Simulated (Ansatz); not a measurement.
Stepwise reaction of `C[CH2][Mg][CH2]C` with hydrogen, as a gas-phase model of exchange steps in deposition or etching. ΔE in kJ/mol.

Computed with Ansatz on PBE0-D4/def2-TZVP structures; ΔE is electronic, products minus reactants. CCSD(T)/CBS is the MP2 limit (def2-TZVPP, def2-QZVPP) plus CCSD(T) − MP2 in def2-TZVPP, frozen cores. This one scheme is used for every species. DFT in def2-TZVPP. B3LYP here is the variant with VWN-RPA as its local correlation; programs differ in this. For Mg outer-core shells are correlated without core-valence functions, which leaves a few kJ/mol of doubt a bond. One conformer a species, not always the lowest.

```
step                                        reaction  PBE-D4  B3LYP-D4  ωB97M-V  CCSD(T)/CBS
   1  `C[CH2][Mg][CH2]C` + H₂ → `C[CH2][MgH]` + `CC`   -52.9     -60.2    -59.4        -48.6
   2            `C[CH2][MgH]` + H₂ → `[MgH2]` + `CC`   -52.0     -59.4    -58.8        -51.2
```

Task: By hand: ΔE of the 2 steps together at CCSD(T)/CBS.

Result: (-48.6) + (-51.2) = -99.8 kJ/mol, or -49.9 kJ/mol a step.

In ΔE the steps differ by no more than 2.6 kJ/mol. All are downhill at CCSD(T)/CBS. PBE-D4 differs from CCSD(T)/CBS by -4.3 to -0.8 kJ/mol a step. Isolated molecules leave out the surface, adducts and barriers. Largest T1 diagnostic: 0.009.
